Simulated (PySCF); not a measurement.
1,3-oxasiletane-2,4-dione (C₂H₂O₃Si), SMILES O=C1OC(=O)[SiH2]1.

The structure is a stationary point at TPSSh-D3(BJ)/def2-SVP.

Two levels are set side by side: TDA-PBE/def2-SVPD (PySCF) and TDA-M06-2X/def2-SVPD (PySCF). Vertical, same geometry. The lowest singlet is HOMO→LUMO 99 % with PBE and HOMO→LUMO 77 %, HOMO−1→LUMO+2 17 % with the other functional; states are paired by order. Differences are taken from unrounded values.

```tsv
quantity	TDA-M06-2X
lowest singlet excitation (eV)	4.43
lowest triplet excitation (TDA) (eV)	3.95
first bright state (f over 0.05) (eV)	6.46
its oscillator strength	0.09
```

### Question
What does TDA-PBE give, and how far is it from TDA-M06-2X? (The exact figures need the calculation; the answer reports its results.)

### Answer

| quantity | TDA-PBE | TDA-PBE minus TDA-M06-2X |
|---|---|---|
| lowest singlet excitation (eV) | 3.85 | -0.59 |
| lowest triplet excitation (TDA) (eV) | 3.49 | -0.46 |
| first bright state (f over 0.05) (eV) | 5.03 | -1.42 |
| its oscillator strength | 0.06 | -0.03 |

Functionals without exact exchange tend to place singlet excitations lower, as here. Differences between two approximate levels are no errors against the true value.

Rough cost on one machine, each run with all the roots and properties that it gave: TDA-M06-2X against TDA-PBE about 10 times.
